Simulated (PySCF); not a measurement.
C₈H₁₀O₂Si₂, SMILES c1coc([SiH2][SiH2]c2ccco2)c1, GFN2-xTB optimised geometry.

```
22

C      4.12    -2.10    -0.03
C      2.98    -2.84    -0.14
O      1.90    -2.06    -0.05
C      2.32    -0.78     0.12
Si     0.99     0.53     0.26
Si    -1.02    -0.58     0.00
C     -2.34     0.75     0.00
C     -3.71     0.75     0.00
C     -4.12     2.10     0.00
C     -2.98     2.83     0.00
O     -1.90     2.03     0.00
C      3.69    -0.76     0.14
H      5.13    -2.46    -0.06
H      2.82    -3.89    -0.27
H      1.28     1.56    -0.75
H      1.17     1.19     1.56
H     -1.37    -1.53     1.07
H     -1.16    -1.34    -1.26
H     -4.34    -0.12     0.00
H     -5.13     2.47     0.00
H     -2.81     3.89     0.00
H      4.31     0.10     0.25
```

Density from PySCF with PBE0/def2-SVP at that geometry.

Minimum of the electron density along straight lines between bonded atoms, close to the bond critical point (lines longer than 1.1 times the sum of covalent radii, or with two minima, are not listed):

```csv
bond,length / Å,ρ at the minimum / e bohr⁻³,∇²ρ there / e bohr⁻⁵,position (fraction from the first atom)
C1–C2,1.362,0.326,-0.83,0.48
C2–O3,1.340,0.292,0.07,0.33
O3–C4,1.359,0.276,0.09,0.67
C4–Si5,1.876,0.112,0.38,0.62
Si6–C7,1.876,0.112,0.38,0.38
C7–C8,1.368,0.323,-0.82,0.51
C8–C9,1.413,0.292,-0.69,0.50
C9–C10,1.361,0.326,-0.83,0.48
C7–O11,1.359,0.276,0.09,0.33
C10–O11,1.339,0.292,0.07,0.33
C1–C12,1.413,0.292,-0.69,0.50
C4–C12,1.368,0.323,-0.82,0.51
C1–H13,1.071,0.285,-1.10,0.63
C2–H14,1.072,0.290,-1.17,0.65
Si5–H15,1.470,0.116,0.31,0.49
Si5–H16,1.472,0.115,0.31,0.49
Si6–H17,1.471,0.115,0.31,0.49
Si6–H18,1.471,0.115,0.31,0.49
C8–H19,1.071,0.286,-1.11,0.63
C9–H20,1.071,0.285,-1.10,0.63
C10–H21,1.073,0.290,-1.17,0.65
C12–H22,1.071,0.286,-1.11,0.63
```
